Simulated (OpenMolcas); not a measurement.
## CH3AlF2O: a line through the functionals

CH3AlF2O: 8 atoms, total charge 0, spin state singlet. SMILES: `C[O][Al]([F])[F]`. Geometry: relaxed at PBE0-D4/def2-TZVP.

The dipole moment y, in D, basis 6-31G(d); a is the functional's share of exact exchange. Programs: OpenMolcas 26.06.

| functional | program | a | y (D) |
| --- | --- | --- | --- |
| TPSS | OpenMolcas | 0 | 2.03 |
| PBE | OpenMolcas | 0 | 1.99 |
| B3LYP | OpenMolcas | 0.2 | ? |
| PBE0 | OpenMolcas | 0.25 | 2.09 |
| BHLYP | OpenMolcas | 0.5 | 2.16 |

**Question.** Fit y = c + s·a to the known rows and predict B3LYP.

**Answer.** 
1. Means of the 4 rows: a = 0.1875, y = 2.067.
2. Σ(Δa)² = 0.17188, Σ(Δa·Δy) = 0.051875, so the slope is 0.051875/0.17188 = 0.30181.
3. Intercept: 2.067 − (0.30181) × 0.1875 = 2.010. The largest residual of the fit is 0.021.
4. B3LYP: 2.010 + (0.30181) × 0.2 = 2.07 D.

The run gave 2.07 D, so the prediction is off by 0.00 D: they agree to the digits shown. More exact exchange makes the molecule more polar here. The rows mix families of semi-local functionals, which the line can't see.
